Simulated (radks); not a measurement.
Question: Valence configurations of Hf I (all share [Xe]). All-electron calculation, scalar-relativistic Kohn-Sham, BLYP, spin-polarised, spherical densities, point nucleus; open shells are filled with parallel spins first (spin-orbit coupling, left out, can overturn this in heavy ions). Program: a radial shooting solver on a logarithmic mesh with Libxc functionals. Order these by energy: 4f14 6s2 6p2; 4f13 5d2 6s2 6p1; 4f12 5d4 6s2; 4f13 5d1.5 6s1.5 6p2; 4f14 5d2 6s2; 4f14 5d1.5 6s2 6p0.5; 4f13.5 5d2 6s2 6p0.5; 4f13 5d2 6s1 6p2; 4f13 5d3 6s2; 4f14 5d2 6p2.

Answer: From the lowest, in eV above it: 4f14 5d2 6s2 0.000; 4f14 5d1.5 6s2 6p0.5 0.906; 4f14 6s2 6p2 5.639; 4f14 5d2 6p2 7.263; 4f13.5 5d2 6s2 6p0.5 8.694; 4f13 5d3 6s2 16.442; 4f13 5d2 6s2 6p1 19.884; 4f13 5d2 6s1 6p2 23.373; 4f13 5d1.5 6s1.5 6p2 24.135; 4f12 5d4 6s2 39.053. NIST lists [Xe] 4f14 5d2 6s2 as the ground configuration; this level of theory agrees among the configurations tried. The energies are those of spherical high-spin densities, not of single terms.
